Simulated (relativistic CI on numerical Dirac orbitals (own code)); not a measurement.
**Fe²⁵⁺: q coefficients and field-shift factors**

Method of calculation: Dirac equation for one electron (own radial code, finite nucleus).

CI space: 1s, 2s, 2p. Levels of other configurations are missing.

With x = (α/α₀)² − 1 an excitation energy changes as ω = ω₀ + qx; K = 2q/ω₀ is the relative enhancement. Terms are leading LS components, so labels can repeat. The field-shift factor is F = δν/δ⟨r²⟩ for the transition from the lowest level.

Lowest level 1s 2S_1/2.

```
     Level  ω₀ (cm⁻¹)  q (cm⁻¹)       K  F (GHz/fm²)
2p 2P°_1/2   56103075    475600   0.017         -879
 2s 2S_1/2   56103129    475600   0.017         -764
2p 2P°_3/2   56273821    650300  0.0231         -880
```
